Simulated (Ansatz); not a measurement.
The same path of BGeH6N (9 atoms, charge 0, multiplicity 1) was run 3 times with different band settings. The coordinate that changes most is the dihedral H4–B1–Ge2–N3.

The calculation used Ansatz, RKS PBE0/def2-SVP.

Relaxed end points:

```xyz
9
Properties=species:S:1:pos:R:3
B -1.075 0.891 -0.978
Ge 0.618 0.130 -0.098
N 0.210 -1.347 0.932
H -2.182 0.626 -0.571
H -0.984 1.666 -1.901
H 1.279 1.296 0.701
H 1.672 -0.340 -1.122
H 1.000 -1.738 1.439
H -0.540 -1.183 1.599
```

```xyz
9
Properties=species:S:1:pos:R:3
B -1.077 0.888 -0.978
Ge 0.619 0.133 -0.097
N 0.211 -1.343 0.932
H -0.990 1.658 -1.905
H -2.182 0.618 -0.569
H 1.282 1.300 0.701
H 1.673 -0.337 -1.122
H 1.001 -1.736 1.439
H -0.538 -1.179 1.600
```

Common settings: spring 5.0 eV/Å²; optimiser quadratic models (default); start path IDPP; force threshold 0.05 eV/Å; end points relaxed.

| run | movable images | climbing image | iteration limit |
| --- | --- | --- | --- |
| 1 | 7 | yes | 23 |
| 2 | 4 | no | 49 |
| 3 | 7 | yes | 6 |

Q: What does each run give, and how far can it be trusted?

A: Run 1: converged after 5 iterations, highest image 0.085 eV above the first end. A vibrational analysis at the climbing image gives one clearly imaginary mode, 167i cm⁻¹: a first-order saddle point.
Run 2: converged after 5 iterations, highest image 0.075 eV above the first end. No image climbed, so the highest image needn't sit at the top of the path.
Run 3: converged after 5 iterations, highest image 0.085 eV above the first end. Another band between the same ends (7 images) ends at a top of the same energy, where a vibrational analysis finds 1 clearly imaginary mode.
